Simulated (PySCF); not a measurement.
Job file and geometry (Å, from GFN2-xTB) of an NMR shielding run on 3-chlorobenzenesulfonyl chloride (SMILES O=S(=O)(Cl)c1cccc(Cl)c1), GIAO PBE0/pcSseg-1 NMR shielding, non-relativistic, gas phase in PySCF 2.14.0, density-fitted response routines; density fitting, a coarse starting grid and PySCF grid level 2 are the driver's defaults:

```
$ OMP_NUM_THREADS=1 python probes_run.py task.json out

{"job": {"kind": "nmr", "xc": "PBE0", "basis": "pcSseg-1"}, "charge": 0, "multiplicity": 1}
O      2.062132    -2.106977     1.194226
S      2.131612    -0.750754     0.761634
O      2.799874     0.214105     1.570855
Cl     3.077180    -0.756228    -1.046729
C      0.531669    -0.161821     0.264539
C      0.306138     1.196132     0.223344
C     -0.938986     1.640304    -0.196623
C     -1.915178     0.729652    -0.567037
C     -1.653831    -0.635280    -0.515934
Cl    -2.869970    -1.760039    -0.971185
C     -0.412369    -1.096044    -0.096385
H      1.089443     1.871940     0.524676
H     -1.150984     2.697150    -0.235822
H     -2.883625     1.071905    -0.896316
H     -0.177519    -2.146055    -0.035156
```

**Question.** Write the output of this run.

**Answer.** 
```
coarse grid: 16040 points
cycle   1  E = -1698.7131446288  dE =  2.852e+00  |g| = 1.166e+00  |ddm| = 4.455e+00
cycle   2  E = -1697.9420186873  dE =  7.711e-01  |g| = 2.355e+00  |ddm| = 3.574e+00
cycle   3  E = -1698.9580274632  dE = -1.016e+00  |g| = 2.043e-01  |ddm| = 2.741e+00
cycle   4  E = -1698.9658130253  dE = -7.786e-03  |g| = 1.121e-01  |ddm| = 3.664e-01
cycle   5  E = -1698.9686504645  dE = -2.837e-03  |g| = 3.269e-02  |ddm| = 1.278e-01
cycle   6  E = -1698.9689141281  dE = -2.637e-04  |g| = 9.226e-03  |ddm| = 4.457e-02
cycle   7  E = -1698.9689347443  dE = -2.062e-05  |g| = 2.356e-03  |ddm| = 1.271e-02
cycle   8  E = -1698.9689359912  dE = -1.247e-06  |g| = 5.709e-04  |ddm| = 3.140e-03
final grid: 146392 points
cycle   9  E = -1699.0536346155  dE = -3.301e-05  |g| = 1.091e-02  |ddm| = 4.789e-02
cycle  10  E = -1699.0536020414  dE =  3.257e-05  |g| = 1.633e-02  |ddm| = 3.071e-02
cycle  11  E = -1699.0536580122  dE = -5.597e-05  |g| = 2.465e-03  |ddm| = 2.030e-02
cycle  12  E = -1699.0536590435  dE = -1.031e-06  |g| = 6.142e-04  |ddm| = 2.641e-03
cycle  13  E = -1699.0536591258  dE = -8.227e-08  |g| = 1.764e-04  |ddm| = 8.510e-04
cycle  14  E = -1699.0536591330  dE = -7.265e-09  |g| = 5.397e-05  |ddm| = 2.239e-04
cycle  15  E = -1699.0536591337  dE = -7.053e-10  |g| = 1.400e-05  |ddm| = 7.115e-05
converged SCF energy = -1699.0536591337

GIAO shielding tensors (ppm)
atom      isotropic    diamagn.    paramagn.     s11        s22        s33       span
  0 O       51.431     398.282    -346.851    -39.857     47.991    146.159    186.016
  1 S      182.510    1047.740    -865.230      4.210    129.361    413.959    409.749
  2 O       49.275     397.832    -348.557    -41.677     46.015    143.487    185.164
  3 Cl     289.715    1145.498    -855.783    -51.087    -26.716    946.949    998.036
  4 C       33.085     272.206    -239.121    -36.098     15.501    119.852    155.950
  5 C       58.190     250.449    -192.259    -35.595     27.725    182.439    218.033
  6 C       50.782     255.287    -204.505    -54.296     30.911    175.730    230.026
  7 C       45.478     249.776    -204.298    -54.379     31.529    159.284    213.664
  8 C       39.038     255.534    -216.496    -55.515     44.604    128.026    183.541
  9 Cl     698.377    1145.306    -446.929    516.813    597.334    980.983    464.170
 10 C       54.536     248.011    -193.476    -31.057     32.366    162.299    193.355
 11 H       23.674      32.229      -8.555     19.421     23.165     28.436      9.015
 12 H       23.899      30.000      -6.101     20.140     24.905     26.651      6.511
 13 H       23.838      30.115      -6.277     19.598     23.328     28.587      8.989
 14 H       23.511      31.950      -8.439     18.222     21.838     30.473     12.251
```

**Question.** Turn these shieldings into chemical shifts. Shifts are taken against calculated references (same method and geometry level): H2O for ¹⁷O (336.08 ppm); CS2 for ³³S (503.73 ppm); HCl for ³⁵Cl (949.78 ppm); ¹³C (186.93 ppm), ¹H (31.72 ppm) against TMS.

**Answer.** Averaging equivalent atoms: O 0/2: 285.7; S 1: 321; Cl 3: 660; Cl 9: 251; C 4: 153.8; C 8: 147.9; C 7: 141.4; C 6: 136.1; C 10: 132.4; C 5: 128.7; H 14: 8.21; H 11: 8.04; H 13: 7.88; H 12: 7.82 ppm. Unscaled 17O shifts of doubly bonded oxygen tend to come out too high, by tens of ppm or more. Experimental scales use liquid or dissolved standards, which lie at an offset from isolated H2O (liquid H2O: subtract about 36 ppm).

Size and cost of the density-fitted run: 228 basis functions, 56 s wall time on 1 thread of an Arm Neoverse V2, shared host; peak memory 1 GiB.
